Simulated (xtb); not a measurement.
Input for xtb: GFN2-xTB on OH+, 2S+1 = 3, a spin state set in the input, which need not be the lowest, a point of a bond scan (R = 0.960 Å). Charge +1.

```
$ xtb mol.xyz --gfn 2 --sp --chrg 1 --uhf 2
2

H      0.00000000     0.00000000     0.00000000
O      0.00000000     0.00000000     0.95999100
```

Program output:

```
[...]
           -------------------------------------------------
          |                Calculation Setup                |
           -------------------------------------------------



           -------------------------------------------------
          |                 G F N 2 - x T B                 |
           -------------------------------------------------

        Reference                      10.1021/acs.jctc.8b01176
      * Hamiltonian:
        H0-scaling (s, p, d)           1.850000    2.230000    2.230000
        zeta-weighting                 0.500000
      * Dispersion:
        s8                             2.700000
        a1                             0.520000
        a2                             5.000000
        s9                             5.000000
      * Repulsion:
        kExp                           1.500000    1.000000
        rExp                           1.000000
      * Coulomb:
        alpha                          2.000000
        third order                    shell-resolved
        anisotropic                    true
        a3                             3.000000
        a5                             4.000000
        cn-shift                       1.200000
        cn-exp                         4.000000
        max-rad                        5.000000


          ...................................................
          :                      SETUP                      :
          :.................................................:
          :  # basis functions                   5          :
          :  # atomic orbitals                   5          :
          :  # shells                            3          :
          :  # electrons                         6          :
          :  max. iterations                   250          :
          :  Hamiltonian                  GFN2-xTB          :
          :  restarted?                      false          :
          :  GBSA solvation                  false          :
          :  PC potential                    false          :
          :  electronic temp.          300.0000000     K    :
          :  accuracy                    1.0000000          :
          :  -> integral cutoff          0.2500000E+02      :
          :  -> integral neglect         0.1000000E-07      :
          :  -> SCF convergence          0.1000000E-05 Eh   :
          :  -> wf. convergence          0.1000000E-03 e    :
          :  Broyden damping             0.4000000          :
          :  net charge                          1          :
          :  unpaired electrons                  2          :
          ...................................................

 iter      E             dE          RMSdq      gap      omega  full diag
   1     -3.7010365 -0.370104E+01  0.612E+00   19.84       0.0  T
   2     -3.7015517 -0.515273E-03  0.369E+00   20.11       1.0  T
   3     -3.7016778 -0.126046E-03  0.220E-01   20.40       1.0  T
   4     -3.7016915 -0.137697E-04  0.156E-02   20.31       4.5  T
   5     -3.7016916 -0.507228E-07  0.193E-03   20.31      36.6  T
   6     -3.7016916 -0.141654E-09  0.811E-05   20.31     871.7  T
   7     -3.7016916 -0.179545E-11  0.705E-06   20.31   10028.8  T

   *** convergence criteria satisfied after 7 iterations ***

         #    Occupation            Energy/Eh            Energy/eV
      -------------------------------------------------------------
         1        2.0000           -1.1602153             -31.5711
         2        2.0000           -1.0451093             -28.4389
         3        1.0000           -0.9820749             -26.7236
         4        1.0000           -0.9820749             -26.7236 (HOMO)
         5                         -0.2358592              -6.4181 (LUMO)
      -------------------------------------------------------------
                  HL-Gap            0.7462157 Eh           20.3056 eV
             Fermi-level           -0.8114413 Eh          -22.0804 eV

 transition dipole moment (au) for excitation:           3           4
     X       Y       Z
  -0.0000  -0.0000   0.0000  total (au/Debye):    0.000   0.000
 dE (eV)             :    0.000
 oscillator strength :  0.36961E-46

 SCC (total)                   0 d,  0 h,  0 min,  0.001 sec
 SCC setup                      ...        0 min,  0.000 sec (  7.804%)
 Dispersion                     ...        0 min,  0.000 sec (  2.144%)
 classical contributions        ...        0 min,  0.000 sec (  0.972%)
 integral evaluation            ...        0 min,  0.000 sec (  7.532%)
 iterations                     ...        0 min,  0.000 sec ( 59.471%)
 molecular gradient             ...        0 min,  0.000 sec (  8.067%)
 printout                       ...        0 min,  0.000 sec ( 13.153%)

         :::::::::::::::::::::::::::::::::::::::::::::::::::::
         ::                     SUMMARY                     ::
         :::::::::::::::::::::::::::::::::::::::::::::::::::::
         :: total energy              -3.684957698159 Eh    ::
         :: gradient norm              0.079238273191 Eh/a0 ::
         :: HOMO-LUMO gap             20.305562481303 eV    ::
         ::.................................................::
         :: SCC energy                -3.701691593122 Eh    ::
         :: -> isotropic ES            0.203353824115 Eh    ::
         :: -> anisotropic ES         -0.012991122233 Eh    ::
         :: -> anisotropic XC         -0.001858430420 Eh    ::
         :: -> dispersion             -0.000025728628 Eh    ::
         :: repulsion energy           0.016733894963 Eh    ::
         :: add. restraining           0.000000000000 Eh    ::
         :: total charge               1.000000000000 e     ::
         :::::::::::::::::::::::::::::::::::::::::::::::::::::

           -------------------------------------------------
          |                Property Printout                |
           -------------------------------------------------

    * Orbital Energies and Occupations

         #    Occupation            Energy/Eh            Energy/eV
      -------------------------------------------------------------
         1        2.0000           -1.1602153             -31.5711
         2        2.0000           -1.0451093             -28.4389
         3        1.0000           -0.9820749             -26.7236
         4        1.0000           -0.9820749             -26.7236 (HOMO)
         5                         -0.2358592              -6.4181 (LUMO)
      -------------------------------------------------------------
                  HL-Gap            0.7462157 Eh           20.3056 eV
             Fermi-level           -0.8114413 Eh          -22.0804 eV

     #   Z          covCN         q      C6AA      α(0)
     1   1 H        0.805     0.530     0.304     0.866
     2   8 O        0.805     0.470    10.092     4.258

 Mol. C6AA /au·bohr⁶  :         13.832086
 Mol. C8AA /au·bohr⁸  :        261.006575
 Mol. α(0) /au        :          5.124546


Wiberg/Mayer (AO) data.
largest (>0.10) Wiberg bond orders for each atom

 ---------------------------------------------------------------------------
     #   Z sym  total        # sym  WBO       # sym  WBO       # sym  WBO
 ---------------------------------------------------------------------------
     1   1 H    0.719 --     2 O    0.719
     2   8 O    0.719 --     1 H    0.719
 ---------------------------------------------------------------------------

Topologies differ in total number of bonds
Writing topology from bond orders to xtbtopo.mol

molecular dipole:
                 x           y           z       tot (Debye)
 q only:        0.000       0.000       0.852
   full:        0.000      -0.000       0.671       1.706
molecular quadrupole (traceless):
                xx          xy          yy          xz          yz          zz
Note: The following floating-point exceptions are signalling: IEEE_DENORMAL
normal termination of xtb
 q only:       -0.773       0.000      -0.773       0.000       0.000       1.545
  q+dip:       -0.640       0.000      -0.640       0.000      -0.000       1.280
   full:       -0.331       0.000      -0.331       0.000      -0.000       0.661


           -------------------------------------------------
          | TOTAL ENERGY               -3.684957698159 Eh   |
          | GRADIENT NORM               0.079238273191 Eh/α |
          | HOMO-LUMO GAP              20.305562481303 eV   |
           -------------------------------------------------

------------------------------------------------------------------------
------------------------------------------------------------------------
 total:
 SCF:
```

The run finished.

Cost: very roughly 0.020 core-seconds.
